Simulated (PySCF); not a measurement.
Checking a proposed structure

A compound C$_{8}$H$_{10}$O gives the data below (simulated from a calculation) and was assigned the structure `CCc1ccccc1O`.

¹³C{¹H} NMR (computed): δ 162.3 (C), 153.3 (C), 134.9 (CH), 124.6 (CH), 119.3 (CH), 114.0 (CH), 33.5 (CH2), 21.0 (CH3).

¹H NMR (400 MHz, computed): δ 7.21 (m, 1H), 6.84 (s, 1H), 6.78 (d, 1H), 6.35 (d, 1H), 3.76 (br s, 1H), 2.42 (q, 2H), 1.14 (t, 3H).

Theoretical values (PySCF 2.14): σ from GIAO-PBE0/pcSseg-1, PBE0-D3(BJ)/def2-SVP geometry. Relativity neglected, isolated molecule, one averaged value for each set of equivalent atoms, one conformer.

δ = σ(ref) − σ, references computed at the same level: TMS for ¹H and ¹³C.

Problem. Compare with the shifts computed for the proposed structure, pairing carbons in order of shift.

Solution. Atoms are numbered as in `[CH3:1][CH2:2][c:3]1[cH:4][cH:5][cH:6][cH:7][c:8]1[OH:9]`; H(Xn) means a hydrogen on atom n.

| atom | computed for proposal | given list | difference |
| --- | --- | --- | --- |
| C8 | 159.6 | 162.3 | -2.7 |
| C4 | 136.5 | 153.3 | -16.8 |
| C3 | 135.2 | 134.9 | +0.3 |
| C6 | 132.6 | 124.6 | +8.0 |
| C5 | 125.1 | 119.3 | +5.8 |
| C7 | 116.4 | 114.0 | +2.4 |
| C2 | 28.3 | 33.5 | -5.2 |
| C1 | 16.8 | 21.0 | -4.2 |

The rms difference is 7.4 ppm and the largest -16.8 ppm at C4 (aromatic CH). The carbon types in order of shift don't match either: C, CH, C, CH, CH, CH, CH2, CH3 for the proposal against C, C, CH, CH, CH, CH, CH2, CH3 in the data. The proposal doesn't fit.

Problem. Which isomer fits?

Solution. `CCc1cccc(O)c1`.

1. Carbon types of the structure: 2 × C, 4 × CH, 1 × CH2, 1 × CH3, leaving 1 H on heteroatoms.
2. δC 162.3: aromatic carbon bearing oxygen; the electronegative substituent deshields the carbon that carries it.
3. δC 153.3: substituted aromatic carbon.
4. δC 134.9, 124.6, 119.3, 114.0: aromatic CH.
5. δH 7.21, 6.84, 6.78, 6.35: hydrogen on an aromatic CH.

Other isomers checked: COc1cccc(C)c1 (rms 8.2 ppm).

The shifts were computed for this structure.

OH and NH positions are those of a molecule without intermolecular hydrogen bonds; in solution they move with solvent, concentration and temperature, and exchange usually removes their couplings. Shifts are as computed. Against solution values, carbons near 30 ppm lie about +2 ppm off and those near 130 ppm about +5 ppm. Of 1211 compounds with measured shifts, 218 miss one by over three times the rms of a fit or turn the order of signals round; such compounds aren't used in these exercises. Multiplicities follow the n + 1 count of equivalent neighbours, as no J values were calculated; m marks all less simple cases, F and P coupling included.
